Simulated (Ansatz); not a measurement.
## Redistribution: Si(SiH3)F3 + C2H4Si → SiH(SiH3)F2 + C2H3FSi

Species: Si(SiH3)F3, singlet; C2H4Si (ethynylsilane) `C#C[SiH3]`, singlet; SiH(SiH3)F2, singlet; C2H3FSi `C#C[SiH2]F`, singlet. The partners trade F for H; both sit on Si, so the bond types are kept.

Shapes, held fixed at every level: PBE0-D4/def2-TZVP. Programs: Ansatz 0.2.0. The zero-point and thermal change to 298 K, harmonic and unscaled (PBE0-D4/def2-TZVP), is +1.3 kJ/mol.

```
               level                    kind  ΔH(298 K) (kJ/mol)  less CCSD(T)/CBS estimate  CPU time (sum over the molecules)
       HF/def2-TZVPP            Hartree–Fock               +28.0                       -2.6                                  –
    SPW92/def2-TZVPP                     LDA               +36.7                       +6.1                               15 s
r2SCAN-D4/def2-TZVPP                meta-GGA               +33.3                       +2.7                               54 s
  wB97M-V/def2-TZVPP  range-separated hybrid               +31.7                       +1.1                            1.8 min
   B2PLYP/def2-TZVPP           double hybrid               +29.4                       -1.2                               51 s
    CCSD(T)/def2-SVP   coupled cluster or CI               +30.4                       -0.2                               30 s
  CCSD(T)/def2-TZVPP   coupled cluster or CI               +31.9                       +1.3                             14 min
CCSD(T)/CBS estimate   coupled cluster or CI               +30.6                        0.0                             16 min
```

The highest level, CCSD(T)/CBS estimate, gives ΔH(298 K) = +30.6 kJ/mol; the levels span +28.0 to +36.7. The column of differences is taken from that level and isn't an error. No measured value is set beside it here. The CBS estimate extrapolates MP2 from def2-TZVPP and def2-QZVPP and adds CCSD(T) − MP2 in the triple-zeta set, cores frozen. Times are processor times on shared x86 and Arm servers, and rough.
